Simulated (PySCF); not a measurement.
Species: C₃H₇NSSi₂.
Numbering: `[N:1]#[C:2][C@@:3]1([SiH3:4])[CH2:5][Si@@H:6]1[SH:7]`

Cartesian coordinates in Å at the GFN2-xTB level; atoms count from 1:
```xyz
14
C3H7NSSi2 angstrom
N     -1.4930    1.8479    2.0663
C     -1.0022    1.2014    1.2535
C     -0.4011    0.3999    0.2674
Si    -1.6453   -0.2445   -1.0239
C      0.9775    0.9227   -0.2258
Si     1.1162   -0.5688    0.8992
S      1.5105   -2.4678   -0.0080
H     -2.6773   -0.9953   -0.3148
H     -2.1982    0.9084   -1.7347
H     -0.8917   -1.0909   -1.9486
H      1.1435    0.8288   -1.2915
H      1.2518    1.9047    0.1369
H      1.5554   -0.4652    2.2725
H      2.7531   -2.1818   -0.3710
```

Definitions: NICS(0) = −σiso at the ring centroid; NICS(1) = −σiso and NICS(1)zz = −σzz at ±1 Å along the ring normal z. Level: GIAO PBE0/pcSseg-1 (PySCF, non-relativistic, gas phase) on the GFN2-xTB geometry, one conformer.

Ring bond lengths (Å), with Mayer bond orders in brackets: C3–C5 1.555 (0.84), C5–Si6 1.873 (0.94), Si6–C3 1.908 (0.81).

Question: What do the NICS probes read (ppm)?

Answer: 
```csv
ring,type,NICS(0),"NICS(1), two faces","NICS(1)zz, two faces",rms pucker (Å),"centre to ring atoms, mean (Å)"
C3–C5–Si6,3-membered ring with Si; formal bonds all single,-27.6,-8.2 / -7.7,-15.4 / -16.1,0.00,1.03
```

Question: What do they say, and how far can they be read as aromaticity?

Answer: 
- C3–C5–Si6: mean NICS(1)zz -15.7 ppm, shielded. C3, C5, Si6 have four or more neighbours, and the NICS criterion for π rings isn't applied. NICS(0) lies 20 ppm below the mean NICS(1).

Question: What is the mean of the two in-plane components of NICS at the first NICS(1) probe listed for ring C3–C5–Si6, 1 Å off the ring?

Answer: The isotropic value is a third of the trace: (3 × -8.2 − (-15.4))/2 = -4.6 ppm.

The run took 47 s of wall time on Arm Neoverse N1, one thread, shared host with 64 logical CPUs at a one-minute load of 59, and the process peaked at 0.81 GiB of memory. This is the whole shielding run at PBE0/pcSseg-1, SCF included.
